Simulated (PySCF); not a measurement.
**HTaN + Br₂ → BrTaN + HBr**

Level: PBE0 in the def2-TZVP basis family, computed in PySCF with density fitting; scalar-relativistic core potentials for atoms from Rb on, none lighter, no spin–orbit coupling; open shells unrestricted.

```csv
species,state and structure,E (Eh),ZPE (kJ/mol),H(298 K) − H(0) (kJ/mol),S° (J/(mol K))
HTaN,"doublet, Cs, Ta–H 1.770 Å, Ta–N 1.679 Å; H–Ta–N 97.5°",-112.20062,21.4,10.4,266.0
Br₂,"singlet, D∞h, Br–Br 2.281 Å",-5147.70672,2.0,9.7,244.8
BrTaN,"doublet, Cs, Ta–Br 2.441 Å, Ta–N 1.680 Å; Br–Ta–N 105.7°",-2685.55170,9.4,12.7,312.5
HBr,"singlet, C∞v, H–Br 1.421 Å",-2574.45811,16.0,8.7,198.5
```

Q: What is the electronic reaction energy?

A: At PBE0/def2-TZVP, ΔE = -269.0 kJ/mol from the differences of the total energies times 2625.5, downhill. 

Q: Add zero-point, thermal and entropy terms for 298.15 K and 1 bar.

A: ΔZPE = 2.0 and Δ[H(298) − H(0)] = 1.3 kJ/mol give ΔH° = -265.7 kJ/mol. ΔS° = 0.2 J/(mol K), so ΔG° = -265.7 − 298.15 × (0.0002) = -266 kJ/mol.

Spin–orbit coupling can matter for HTaN, BrTaN and is left out. Open d or f shells are single determinants, so the state found may not be the ground state. The structures come from searches over a few start shapes, so lower isomers are not excluded.
